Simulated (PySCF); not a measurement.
Radial density of Ni+ (nickel, charge +1)

UHF, [Ar] 3d9, 2D determinant. Calculation: PySCF 2.14, in cc-pVTZ (7s6p4d2f1g, 68 functions); the non-relativistic Hamiltonian (point nucleus).

```
r (bohr)  4πr²ρ (e/bohr)  4πr²(ρα − ρβ)
0.000960          0.1637         0.0000
 0.00161          0.4465         0.0000
 0.00271           1.188         0.0000
 0.00457           3.030         0.0000
 0.00768           7.203         0.0000
  0.0129           15.22         0.0000
  0.0217           26.44         0.0001
  0.0365           33.65         0.0004
  0.0615           29.18         0.0019
   0.103           28.53         0.0129
   0.174           38.23         0.0842
   0.293           22.63         0.3956
   0.492           17.98         0.9550
   0.828           17.45         0.9326
    1.39           4.900         0.3386
    2.34          0.6646         0.0336
    3.94         0.03113        -0.0014
    6.63       0.0002604         0.0000
```
